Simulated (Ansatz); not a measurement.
Consider the ligand exchange at the In–C bond: `C#[C][In]([F])[Cl]` + HCl → `[F][In]([Cl])[Cl]` + acetylene.

Gas-phase electronic energies from Ansatz, PBE0-D4/def2-TZVP geometries. CBS: MP2 limit from def2 TZ/QZ plus the TZ coupled-cluster correction, frozen cores. This one scheme is used for every species. Functionals use def2-TZVPP. B3LYP here is the variant with VWN-RPA as its local correlation; programs differ in this. HSE06 is defined as in plane-wave codes. def2 core potentials past Kr. For In outer-core shells are correlated without core-valence functions, which leaves a few kJ/mol of doubt a bond.

```tsv
level	ΔE (kJ/mol)	difference from CCSD(T)/CBS
LDA (SPW92)	-75.3	1.0
PBE-D4	-79.2	-2.9
revPBE-D4	-78.6	-2.3
BLYP-D4	-82.4	-6.1
r2SCAN-D4	-82.5	-6.2
B97M-V	-85.6	-9.3
PBE0-D4	-79.9	-3.6
B3LYP-D4	-82.8	-6.5
r2SCANh-D4	-82.4	-6.1
r2SCAN0-D4	-82.3	-6.0
HSE06-D4	-80.1	-3.8
BHLYP-D4	-85.3	-9.0
CAM-B3LYP-D4	-80.4	-4.1
ωB97X-V	-78.7	-2.4
ωB97M-V	-78.6	-2.3
B2PLYP	-78.8	-2.5
PBE-QIDH	-76.2	0.1
PBE	-79.8	-3.5
revPBE	-80.1	-3.8
BLYP	-83.7	-7.4
r2SCAN	-82.8	-6.5
B3LYP	-83.8	-7.5
r2SCANh	-82.7	-6.4
r2SCAN0	-82.7	-6.4
HSE06	-80.7	-4.4
BHLYP	-85.8	-9.5
CAM-B3LYP	-81.0	-4.7
LC-ωPBE	-76.5	-0.2
RPA@PBE/def2-TZVPP	-62.8	13.5
HF/def2-SVP	-92.9	-16.6
MP2/def2-SVP	-79.8	-3.5
CCSD/def2-SVP	-80.8	-4.5
CCSD(T)/def2-SVP	-78.9	-2.6
HF/def2-TZVPP	-90.1	-13.8
SCS-MP2/def2-TZVPP	-69.1	7.2
CCSD/def2-TZVPP	-70.1	6.2
HF/def2-QZVPP	-90.6	-14.3
SCS-MP2/def2-QZVPP	-73.8	2.5
MP2/CBS(def2)	-76.1	0.2
CCSD/CBS(def2)	-78.3	-2.0
CCSD(T)/CBS	-76.3	0
```

Largest T1 diagnostic among the species: 0.015.

In def2-TZVPP, CCSD(T) changes the Hartree–Fock value by +22.0 kJ/mol (the triples alone add +2.0 kJ/mol) and MP2 by +22.3 kJ/mol. Leaving LDA and LC-ωPBE aside and taking each functional with its dispersion term where it has one, the values spread over 9.4 kJ/mol, from B97M-V to PBE-QIDH. LDA lies +4.5 kJ/mol from PBE without D4.
